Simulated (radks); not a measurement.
Isoelectronic series with 32 electrons, all held in the configuration [Ar] 3d10 4s2 4p2, which need not be the ground one along the series. All-electron calculation, Dirac Kohn-Sham, LDA (Slater exchange, Perdew-Wang correlation), spin-unpolarised, spherical densities, point nucleus; open shells fill j = l - 1/2 first. Program: a radial shooting solver on a logarithmic mesh with Libxc functionals. Total energies (hartree) and mean radii <r> (bohr) (* marks an orbital that is empty in some or all of the ions):

ion    E (hartree)  4p3/2*   4p1/2   4s1/2
Ge     -2096.00814   2.911   2.850   2.110
As+    -2257.54894   2.319   2.281   1.871
Se2+   -2425.80241   1.993   1.962   1.689
Br3+   -2600.76197   1.771   1.744   1.545
Kr4+   -2782.43345   1.604   1.580   1.428
Rb5+   -2970.82968   1.472   1.450   1.330
Sr6+   -3165.96819   1.364   1.343   1.246
Zr8+   -3576.55895   1.195   1.176   1.110
Nb9+   -3792.06121   1.128   1.109   1.053
Mo10+  -4014.40508   1.068   1.050   1.003
Tc11+  -4243.62077   1.015  0.9970  0.9570
Ru12+  -4479.74028  0.9672  0.9497  0.9155
Rh13+  -4722.79737  0.9242  0.9068  0.8776
